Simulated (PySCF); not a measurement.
Run record: geometry optimisation, `[SiH3][O][SnH3]`.

Computed with PBE0-D3(BJ)/def2-SVP geometry optimisation, gas phase, def2 core potentials past Kr (PySCF 2.14.0). Start geometry: GFN2-xTB. The input is one job of a driver script: a line of settings, then coordinates in Å.

Input:
```
{"job": {"xc": "PBE0", "basis": "def2-SVP", "d3": "d3bj", "grid": 1, "maxiter": 30, "shake": 0.01, "kind": "geom"}, "charge": 0, "multiplicity": 1}
Si     1.680930     0.240340     0.278380
O      0.162030     0.224020    -0.344500
Sn    -1.718900    -0.261760    -0.223040
H      2.152090    -1.100500     0.502470
H      2.427470     0.939480    -0.768020
H      1.636580     1.007030     1.534730
H     -1.727140    -1.919620    -0.071540
H     -2.259500     0.321020    -1.660820
H     -2.295750     0.532840     1.145840
```

Output:
```
step   0  E = -582.26831386  max force = 0.026325
step   1  E = -582.27533691  max force = 0.012990
step   2  E = -582.27613184  max force = 0.002973
step   3  E = -582.27622823  max force = 0.001695
step   4  E = -582.27629866  max force = 0.001708
step   5  E = -582.27651257  max force = 0.001720
step   6  E = -582.27660362  max force = 0.001408
step   7  E = -582.27665244  max force = 0.000586
step   8  E = -582.27666296  max force = 0.000204
optimisation converged
```

Energies in Eh; «max force» is the largest Cartesian gradient component in Eh/bohr.

Question: How much energy does the optimisation release, in kcal/mol?

Answer: E(step 0) − E(last step) = 0.008349 Eh, which is 5.2 kcal/mol.

Summary of the converged run: final energy -582.27666 Eh after 8 steps; dipole 2.17 D.

Question: Give the final coordinates.

Answer: 0.174 Å rms from the input after alignment:
```
atom  x, y, z in Å
Si1    1.6287    0.2697    0.2436
O2     0.1904    0.3485   -0.5579
Sn3   -1.6796   -0.2430   -0.2448
H4     2.0393   -1.1495    0.5044
H5     2.6852    0.9264   -0.5822
H6     1.5609    0.9648    1.5715
H7    -1.6357   -1.9421   -0.0409
H8    -2.5019    0.2385   -1.6594
H9    -2.2289    0.5699    1.1582
```

Hardware: an Intel Xeon Platinum 8488C with one thread (shared host). Cost: 25 s, 0.38 GiB resident at most.
Labels such as C1 count atoms from 1, the log's own numbers from 0.
